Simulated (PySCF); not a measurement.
**Computed and published core binding energies of `[Cl][GeH3]`**

What was measured (core binding energies): Cl 2p3/2 of Cl1 205.50 eV [1]. Sources and the comparison follow the method.

Species: ClGeH3.
Cartesian coordinates in Å at the PBE0-D3(BJ)/def2-TZVP level; atoms count from 1:
```
atom  x, y, z in Å
Cl1    2.1992    0.0166    0.1131
Ge2    0.0533    0.1415   -0.0391
H3    -0.5237   -0.4112    1.2679
H4    -0.2993    1.6194   -0.2347
H5    -0.3626   -0.7053   -1.2459
```

Method used: PySCF 2.14.0, delta-SCF UKS SCAN, pcX-3 on the ionised atom, pcseg-2 elsewhere, spin-free X2C. These are vertical core ionisation energies against the vacuum level, from separate self-consistent calculations with and without the core hole.

```
atom            environment     level  this calculation (eV)  reference (eV)  difference (eV)  source
 Cl1  chlorine bonded to Ge  Cl 2p3/2                 205.67          205.50            +0.17     [1]
```

[1] measured, gas; Jolly, Perry, The calculation of atomic charges by an electronegativity equalization procedure, LBL-2565 (Inorg. Chem. 1974, 13, 2686) Note: scanned preprint of 1974; its energy scale lies about 0.1-0.2 eV below the 1984 compilation (compare Si(CH3)4 105.82 with 105.96).

How far is it from the measured entries?

The one measured value differs by +0.17 eV, too little evidence for a typical error. The calculation is vertical and has no vibrational structure, and measured positions depend on the energy calibration.

What does the calculation give for the levels without a reference value here?

Cl1 Cl 1s 2828.35 eV.

2p3/2 and 2p1/2 are the ΔSCF energy of one spin-free 2p hole plus the eigenvalues of a spin–orbit and ligand-field matrix of the shell. 2p1/2 minus 2p3/2 (ligand field included): Cl 1.66 eV. No level of germanium is listed. Isolated species at its PBE0-D3(BJ)/def2-TZVP geometry, gas phase.
